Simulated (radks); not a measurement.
The numbers below are computed, except where a source is named.
Charge is removed step by step from the 2p level of Si3+, starting from [Ne] 3s1. Code: a radial shooting solver on a logarithmic mesh with Libxc functionals. Model: scalar-relativistic Kohn-Sham, PBE, spin-unpolarised, spherical densities, finite nucleus; Fermi nuclear charge, rms radius 3.1224 fm.

removed (e)	E - E(0) (eV)	eigenvalue (eV)	E minus straight line (eV)
0	0.000	-132.02	0.000
0.1	13.381	-135.64	-1.675
0.2	27.126	-139.29	-2.985
0.3	41.237	-142.97	-3.930
0.4	55.719	-146.69	-4.504
0.5	70.574	-150.44	-4.704
0.6	85.805	-154.22	-4.529
0.7	101.42	-158.03	-3.974
0.8	117.41	-161.87	-3.036
0.9	133.79	-165.75	-1.712
1	150.56	-169.65	0.000

Removing the whole electron costs 150.56 eV by Delta-SCF, against 132.02 eV from minus the eigenvalue at the starting occupation. Slater's transition state (half an electron removed) gives 150.44 eV. Integrating minus the eigenvalue over the occupation (Janak's theorem) gives 150.57 eV. In this scalar-relativistic scheme the density is built from large components alone, so the theorem holds only approximately. The mean slope of the eigenvalue, de/dn, is 37.6 eV per electron.
